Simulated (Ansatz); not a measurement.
Basis sets compared for KBr₂ (the lowest doublet isomer of a short search). The state is a doublet with charge 0. Geometry PBE-D4/def2-TZVP. Ansatz on 2 threads of Arm Neoverse V1 on a shared host; times are rough, and most runs start from earlier orbitals.

```xyz
3

K    -0.067   -1.669    0.568
Br    1.379    0.585   -0.857
Br   -1.312    1.083    0.289
```

The 6-31G sets use Cartesian d functions. In the doublet, Br2 and Br3 lie 2.97 Å apart (atoms count from 1), so these atoms are partly bonded to each other. The structure comes from a short search, and lower isomers may exist.

Binding counts from free atoms (K doublet, Br doublet) in the same basis, without a counterpoise term.

| level | functions | energy (Eh) | HOMO (eV) | LUMO (eV) | binding per atom (eV) | wall time |
| --- | --- | --- | --- | --- | --- | --- |
| HF/6-31G | 87 | -5743.3224 | -9.00 | -0.43 | 1.12 | 2 s |
| HF/def2-TZVP | 129 | -5744.0757 | -9.06 | -0.18 | 1.14 | 4 s |
| PBE-D4/def2-SVP | 88 | -5746.6273 | -4.93 | -4.09 | 1.82 | 2.7 s |
| PBE-D4/def2-TZVP (with forces) | 129 | -5747.3327 | -5.21 | -4.36 | 1.82 | 4.6 s |
| r2SCAN-D4/def2-TZVP | 129 | -5748.2588 | -5.57 | -4.27 | 1.84 | 11 s |
| PBE0-D4/def2-SVP | 88 | -5746.8544 | -6.25 | -3.33 | 1.76 | 3.7 s |
| PBE0-D4/def2-TZVP | 129 | -5747.5565 | -6.49 | -3.56 | 1.76 | 10 s |

Problem. Estimate the rows for PBE-D4/def2-TZVPD, r2SCAN-D4/def2-TZVPD, PBE0-D4/def2-TZVPD.

Solution. 
```csv
level,functions,energy (Eh),HOMO (eV),LUMO (eV),binding per atom (eV),wall time
PBE-D4/def2-TZVPD,150,-5747.3340,-5.26,-4.41,1.82,7 s
r2SCAN-D4/def2-TZVPD,150,-5748.2599,-5.60,-4.30,1.85,13 s
PBE0-D4/def2-TZVPD,150,-5747.5576,-6.52,-3.60,1.76,8.5 s
```
